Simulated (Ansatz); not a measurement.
Start from `[OH][Al]([OH])[Br]` and change one atom or group to get `[OH][Al]([OH])[O][SiH3]`.

Ansatz, PBE0-D4/def2-TZVP geometries, multiplicity 1. Each molecule was computed in one conformer, which needn't be the lowest.

Scalar relativity is left out up to krypton.

```
                                        property  `[OH][Al]([OH])[Br]`
              LUMO energy (PBE0/def2-TZVPP) / eV                 -0.81
         HOMO–LUMO gap (ωB97M-V/def2-TZVPP) / eV                 11.73
              HOMO energy (PBE0/def2-TZVPP) / eV                 -8.67
           LUMO energy (ωB97M-V/def2-TZVPP) / eV                  0.82
               LUMO energy (PBE/def2-TZVPP) / eV                 -1.66
size of the dipole moment (B3LYP/def2-TZVPP) / D                  0.80
```

Give the same properties after the change, and the shifts. (Estimate.)

The calculation gave: 
| property | `[OH][Al]([OH])[O][SiH3]` | shift |
| --- | --- | --- |
| LUMO energy (PBE0/def2-TZVPP) / eV | -0.66 | 0.15 |
| HOMO–LUMO gap (ωB97M-V/def2-TZVPP) / eV | 11.95 | 0.22 |
| HOMO energy (PBE0/def2-TZVPP) / eV | -8.74 | -0.07 |
| LUMO energy (ωB97M-V/def2-TZVPP) / eV | 0.90 | 0.08 |
| LUMO energy (PBE/def2-TZVPP) / eV | -1.53 | 0.13 |
| size of the dipole moment (B3LYP/def2-TZVPP) / D | 1.27 | 0.47 |

With PBE0 the HOMO falls by 0.07 eV and the LUMO rises by 0.15 eV, so the gap widens by about 0.22 eV. PBE moves the HOMO by 0.03 eV and ωB97M-V by -0.14 eV. Dipoles are sizes alone; their direction can turn.

B3LYP here is the variant with VWN-RPA as its local correlation; programs differ in this.

Spin–orbit coupling is left out; it splits and shifts lone-pair levels of the heavy atoms by tenths of an eV.
